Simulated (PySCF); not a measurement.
C4H4N, SMILES C1=C[N]C=C1 (connectivity only; charge and spin as stated), charge -1, multiplicity 1. Heavy atoms are numbered as in [CH:1]1=[CH:2][N:3][CH:4]=[CH:5]1. Hydrogens are named by the atom that carries them.

Geometry optimised at B3LYP-D3(BJ)/def2-SVPD. The multiplicity is an assumed one; other spin states were not compared. The isomer is the one that the SMILES or the coordinates give; other isomers of the formula were not compared.

Method: B3LYP/pcSseg-1 (PySCF).

GIAO shieldings, no solvent; atoms alike by connectivity are averaged. δ = σ(ref) − σ: ¹³C against TMS (σ = 181.3 ppm); ¹⁵N against NH3 (σ = 265.5 ppm); ¹H against TMS (σ = 31.68 ppm), references at their B3LYP-D3(BJ)/def2-TZVP geometries, non-relativistic.

```tsv
atoms	nucleus	count	δ (ppm)
C2 (CH)	¹³C	2	130.6
C1 (CH)	¹³C	2	?
N3	¹⁵N	1	311.9
H on C2	¹H	2	6.65
H on C1	¹H	2	?
```

What belongs in the gaps? (Estimate from the structure and the level; the computed values follow.)


- H on C1, δ (ppm): 5.78
- C1 (CH), δ (ppm): 104.7
